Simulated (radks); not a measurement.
The numbers below are computed, except where a source is named.
Species: the osmium ion Os4+. Configuration: [Kr] 4d10 4f14 5p6 5d4 5f2 (not the ground configuration).

Level of theory: scalar-relativistic Kohn-Sham, Wu-Cohen GGA, spin-unpolarised, spherical densities, finite nucleus; Fermi nuclear charge, rms radius 5.4126 fm (a radial shooting solver on a logarithmic mesh with Libxc functionals).

Energy parts (Ry):
| part | energy |
|---|---|
| total | -34473.4566 |
| kinetic | 38191.1664 |
| electron-nucleus | -85084.1188 |
| Hartree | 13088.1653 |
| exchange-correlation | -668.6694 |

Orbitals (lengths in bohr, moments of r in powers of bohr; <r^-3> diverges for s and p1/2; r(90%) holds 90 % of the orbital's charge):
| orbital | occ. | eigenvalue (Ry) | <r^2> | <r^-3> | r(90%) |
|---|---|---|---|---|---|
| 1s | 2 | -5432.281 | 0.0004336 | - | 0.0323 |
| 2s | 2 | -950.2962 | 0.006644 | - | 0.116 |
| 2p | 6 | -828.4761 | 0.005531 | 21900 | 0.110 |
| 3s | 2 | -224.9359 | 0.04300 | - | 0.284 |
| 3p | 6 | -189.1448 | 0.04388 | 4935 | 0.291 |
| 3d | 10 | -149.0655 | 0.03636 | 626.1 | 0.273 |
| 4s | 2 | -51.36495 | 0.2105 | - | 0.620 |
| 4p | 6 | -39.61819 | 0.2398 | 1163 | 0.667 |
| 4d | 10 | -25.00372 | 0.2758 | 127.5 | 0.730 |
| 4f | 14 | -8.73084 | 0.3666 | 23.29 | 0.889 |
| 5p | 6 | -8.17652 | 1.392 | 203.1 | 1.60 |
| 5d | 4 | -4.41287 | 2.297 | 15.45 | 2.10 |
| 5f | 2 | -1.63156 | 8.314 | 0.8835 | 4.07 |

The highest occupied level is 5f at -22.198 eV. The electron density at the nucleus is 1.786e+06 e/bohr^3 (large components only). Summed over all electrons, <r^2> = 44.68 bohr^2, which gives a Langevin (diamagnetic) susceptibility term of -35.4 x 10^-6 cm^3/mol. The density falls to 0.001 e/bohr^3 at r = 4.21 bohr.
